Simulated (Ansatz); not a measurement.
BrGaH₄O₂Si (`[OH][Ga]([Br])[O][SiH3]`), 9 atoms. Charge 0, multiplicity 1. Correlated methods include outer-core shells of Br, Ga, which these sets cover unevenly. Scalar relativity is left out up to krypton. Hardware: A = 2 threads of an AMD EPYC 7R13 on a shared host; B = 2 threads of an AMD EPYC 7R13 on a shared host and a share of an NVIDIA H100 80 GB. Correlated methods freeze the cores. Open-shell runs search over several starts.

How many basis functions does each run have, and how long does it take in Ansatz? RKS ωB97M-V/def2-TZVPP energy and forces [A]; UKS ωB97X-V/def2-TZVPP energy of the cation [A]; UKS PBE-D4/def2-TZVPP energy of the cation [A]; direct RPA on PBE orbitals/def2-TZVPP energy [A]; UHF-MP2/def2-QZVPP energy of the cation [B]; UKS r2SCAN-D4/def2-TZVPP energy of the cation [A]; RKS revPBE-D4/def2-TZVPP energy [A]; RKS ωB97M-V/def2-QZVPP energy [B]; RKS PBE0-D4/def2-TZVP relaxation (12 steps) [B]; UKS B2PLYP (frozen core)/def2-TZVPP energy of the cation [A]; RKS ωB97M-V/def2-SVP energy [A]; RKS r2SCANh-D4/def2-TZVPP energy [A]. (An estimate is asked.)

Ansatz gave: Other jobs shared the machine, so times are rough.

```
                                level                        job  functions  wall time  peak host memory (GiB)
             RKS revPBE-D4/def2-TZVPP                 energy [A]        256      4.1 s                    0.41
               RKS ωB97M-V/def2-QZVPP                 energy [B]        482      9.5 s                     1.2
direct RPA on PBE orbitals/def2-TZVPP                 energy [A]        256       11 s                     0.7
                 RKS ωB97M-V/def2-SVP                 energy [A]        130       11 s                    0.52
            RKS r2SCANh-D4/def2-TZVPP                 energy [A]        256       12 s                     1.1
                RKS PBE0-D4/def2-TZVP  relaxation (12 steps) [B]        219       17 s                    0.92
                   UHF-MP2/def2-QZVPP   energy of the cation [B]        482       19 s                     1.1
               RKS ωB97M-V/def2-TZVPP      energy and forces [A]        256       23 s                     1.3
                UKS PBE-D4/def2-TZVPP   energy of the cation [A]        256       52 s                    0.96
             UKS r2SCAN-D4/def2-TZVPP   energy of the cation [A]        256      120 s                       1
  UKS B2PLYP (frozen core)/def2-TZVPP   energy of the cation [A]        256    2.3 min                     1.5
               UKS ωB97X-V/def2-TZVPP   energy of the cation [A]        256    2.9 min                     2.4
```
